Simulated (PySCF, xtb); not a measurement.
Ga(H)2(OH) (GaH₃O), SMILES [OH][GaH2].

GFN2-xTB run with xtb at its own geometry gives an orbital gap of 5.28 eV and a dipole moment of 0.70 D.

Coordinates come from a PBE-D3(BJ)/def2-TZVP optimisation.

**Question.** What does r2SCAN/def2-TZVPD (PySCF) give? (The exact figures need the calculation; the answer reports its results.)

**Answer.** gap 5.85 eV (levels -7.58 and -1.74 eV), dipole 1.51 D.
